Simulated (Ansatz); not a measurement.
Gas-phase electronic energies from Ansatz, PBE0-D4/def2-TZVP geometries. CBS: MP2 limit from def2 TZ/QZ plus the TZ coupled-cluster correction, frozen cores. DFT in def2-TZVPP. Each species was taken in one conformer, which may not be the lowest.

`CS[SiH](N)Cl` → `NC(S)[SiH2]Cl`  (isomerisation)

```
         level  ΔE (kJ/mol)
       r2SCANh        212.1
     CAM-B3LYP        206.9
 HF/def2-TZVPP        216.5
MP2/def2-TZVPP        212.6
```

(1) What does CCSD(T)/CBS give? (Best estimate.)

Largest T1 diagnostic among the species: 0.011.

Answers

(1) Ansatz gave: +208.8 kJ/mol. The listed levels differ from it by 3.3, -1.9, 7.7, 3.8 kJ/mol.

From BLYP to BHLYP (50 % exact exchange), in def2-TZVPP and without D4, ΔE moves by +13.0 kJ/mol. At CCSD(T), def2-SVP lies −29.4 kJ/mol from the extrapolated value and def2-TZVPP −5.1 kJ/mol. In def2-TZVPP, CCSD(T) changes the Hartree–Fock value by −12.8 kJ/mol (the triples alone add −1.7 kJ/mol) and MP2 by −3.9 kJ/mol.
